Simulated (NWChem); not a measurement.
System: CH$_{7}$As$_{2}$Ga; SMILES [AsH2][Ga]([CH3])[AsH2]

NWChem input:

```
start job
memory heap 200 mb stack 900 mb global 1100 mb
geometry units angstroms noautoz
  Ga    -0.619995     0.013937    -0.011267
  As     0.608566     2.112031     0.049981
  H      1.644348     1.566832     1.025446
  H     -0.274912     2.670429     1.160949
  As     0.617960    -2.080172    -0.014062
  H      1.711442    -1.521869    -0.916335
  H     -0.190206    -2.629144    -1.185373
  C     -2.593917     0.003220    -0.022128
  H     -2.990520    -0.815516    -0.640983
  H     -3.007041     0.958458    -0.377912
  H     -2.950752    -0.154856     1.009673
end
basis spherical
  * library def2-svp
end
dft
  xc kt2
  iterations 150
  mulliken
end
task dft energy
```

Coordinates come from a PBE0/def2-SVP optimisation.

Q: Predict the main results of this run. (KT2/def2-SVP.) Quantities: energy (Ha); highest occupied level (eV); orbital gap (eV); dipole (D).

A: 
* **energy (Ha)**: -6464.88
* **highest occupied level (eV)**: -5.71
* **orbital gap (eV)**: 3.59
* **dipole (D)**: 1.07
